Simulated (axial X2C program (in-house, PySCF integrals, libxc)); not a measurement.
## Bond lengths and stretching modes, held linear, of GeOH⁻

Computed with an in-house all-electron X2C program for linear molecules (integrals from PySCF): two-component X2C with atomic mean-field Coulomb and Gaunt terms, Gaussian nuclei, basis Ge dyall-v3z, O dyall-av3z, H dyall-v3z with contracted cores. Spin-free rows use the one-electron spin-free X2C Hamiltonian.

Masses Ge 73.921, O 15.995, H 1.008 u. States: 2c Ω = 1 (beyond evenly filled blocks: ω = -1/2, ω = 3/2); spin-free M_S = 1, Λ = 0 (beyond evenly filled blocks: π+α, π-α).

MP2, 2c: energies above the lowest point

```
r(Ge–O) (Å)  r(O–H) (Å)  E (meV)
     1.8203      0.9243    45.49
     1.8203      0.9480    25.26
     1.8203      0.9717    37.07
     1.8670      0.9243    21.38
     1.8670      0.9480     0.00
     1.8670      0.9717    10.70
     1.8670      0.9954    48.59
     1.9137      0.9243    26.91
     1.9137      0.9480     4.45
     1.9137      0.9717    14.07
     1.9604      0.9480    31.55
     1.9604      0.9954    76.01
```

Problem. Fit a quadratic surface with cubic terms in each bond: where is the minimum, and what are the two stretching wavenumbers?

Solution. At MP2, 2c: bonds 1.882 and 0.952 Å; harmonic stretches 496.1 and 4006.6 cm⁻¹; force constants 2.01, 8.94 and coupling -0.15 mdyn/Å.

The other levels and Hamiltonians give:

| Hamiltonian | level | r(Ge–O) (Å) | r(O–H) (Å) | lower stretch (cm⁻¹) | upper stretch (cm⁻¹) |
| --- | --- | --- | --- | --- | --- |
| 2c | PBE0 | 1.866 | 0.948 | 517.2 | 4039.6 |
| 2c | HF | 1.857 | 0.930 | 517.5 | 4290.3 |
| 2c | TPSSh | 1.875 | 0.953 | 512.2 | 3949.0 |
| spin-free | PBE0 | 1.866 | 0.948 | 517.4 | 4040.1 |
| spin-free | HF | 1.857 | 0.930 | 517.7 | 4290.5 |
| spin-free | TPSSh | 1.874 | 0.953 | 512.4 | 3949.6 |
| spin-free | MP2 | 1.882 | 0.952 | 496.5 | 4006.9 |

Each state is one determinant, the lowest of a limited PBE0 search; the stretches come from a fit to these few points and carry an uncertainty of a few per cent. Other orders of the atoms were not compared. MP2 freezes inner shells (threshold -2 hartree). For an anion the highest level of a functional can be positive, and the basis then holds the extra electron. The molecule was held linear; bending was not examined, so a bent shape may lie lower. Open-shell Ω = 0 determinants with evenly filled partner blocks cannot be reached by this program, so the Ω shown need not be the lowest component. Note: several unpaired electrons, one determinant need not be a pure state.
